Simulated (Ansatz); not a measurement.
Process, species as SMILES: COC[SiH2][SiH3] + 4 [H][H] (H2) → 2 C (CH4) + O (H2O) + 2 [SiH4] (SiH4)
Structures are relaxed separately at B3LYP-D3(BJ)/def2-TZVP in Ansatz (a first-principles code), one conformer each, not searched for the lowest.

Wanted: energy of full hydrogenation (electronic energy difference), in kJ/mol. Cores are frozen in the correlated levels unless marked. Spin-orbit coupling is left out. Non-relativistic. CBS(X,Y): correlation extrapolated as X^-3; Hartree-Fock from the larger set.

```tsv
level	program	energy of full hydrogenation (kJ/mol)
PBE-D3(BJ)/def2-TZVPD	Ansatz + dftd3	-259.0
HSE06-D4/def2-TZVPD	Ansatz + dftd4	-275.6
B2GP-PLYP-D4/def2-TZVPD	Ansatz + dftd4	-285.9
B2PLYP-D3(BJ)/def2-TZVPD	Ansatz + dftd3	-280.8
```

Task: What does CCSD(T)/CBS(cc-pV(T+d)Z,cc-pV(Q+d)Z) (Ansatz) give?

Result: -285.1 kJ/mol, so B2PLYP-D3(BJ)/def2-TZVPD differs from it by 4.3 kJ/mol.
